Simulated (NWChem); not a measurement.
System: hydronium (H3O cation); SMILES [OH3+]

Here is an NWChem input.

```
start job
memory heap 200 mb stack 900 mb global 1100 mb
charge 1
geometry units angstroms
  O      0.000000     0.000000     0.078775
  H      0.669342     0.669342    -0.207386
  H      0.244996    -0.914338    -0.207386
  H     -0.914338     0.244996    -0.207386
end
basis spherical
  * library sto-3g
end
dft
  xc xpbe96 cpbe96
  iterations 150
end
driver
  maxiter 120
end
task dft optimize
task dft freq
```

The level has its own optimisation; frequencies are unscaled.

Task: What results follow from this input? (PBE/STO-3G.) Quantities: basis functions; r H–O (Å); highest harmonic frequency (cm⁻¹); lowest (cm⁻¹); zero-point energy (kcal/mol).

Result: The number of basis functions comes out as 8, the r H–O (Å) is 1.033 and the highest harmonic frequency (cm⁻¹) comes out as 3733. The lowest (cm⁻¹) comes out as 1003. The zero-point energy (kcal/mol) is 22.2.
